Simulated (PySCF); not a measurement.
I3Ti (SMILES [I][Ti]([I])[I]), doublet, geometry from GFN2-xTB (such geometries of metal compounds can be far from the true shape) (the multiplicity is a formal guess) (all electrons, no relativity). Base run: PBE/STO-3G in PySCF.

Here is a job for PySCF.
```python
from pyscf import gto, scf, dft

mol = gto.M(
    atom='''
Ti   -0.26398825    0.29094200    0.54074495
I    -1.96538900   -1.56820713   -0.23004499
I     0.02545701    2.17943500   -1.27450510
I     2.04951202   -0.73199625    1.28008992
''',
    basis='sto-3g',
    spin=1,
    verbose=4,
    symmetry=True,
)

mf = dft.UKS(mol)
mf.xc = 'pbe'
mf.kernel()
mf.analyze()
```

Each row names what was changed in the base input (with any setting that the change needs).

```
change                                 ΔE vs base (mEh)  point group used  SCF cycles
-------------------------------------  ----------------  ----------------  ----------
base                                              0.000                Cs           9
irrep_nelec = A':(53, 53) A":(38, 37)            42.961                Cs          11
symmetry = off                                    0.000                C1           9
irrep_nelec = A':(55, 53) A":(36, 37)             161.0                Cs          15
```

Open shells are given as the SCF converged; they aren't shown to be the lowest states, and a large step between rows can be another state.
